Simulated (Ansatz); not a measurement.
Task: Name a neutral molecule of Al, F, N, Si and H with LUMO energy (ωB97M-V/def2-TZVPP) between 0.45 and 0.75 eV and size of the dipole moment (B3LYP/def2-TZVPP) between 5.75 and 6.05 D (Ansatz, PBE0-D4/def2-TZVP geometry).

Result: `[F][Al-]([F])([F])[NH2+][SiH3]` (0.65 eV, 5.90 D). Other molecules can fit too; these were computed, each in one conformer that needn't be the lowest.

B3LYP here is the variant with VWN-RPA as its local correlation; programs differ in this.
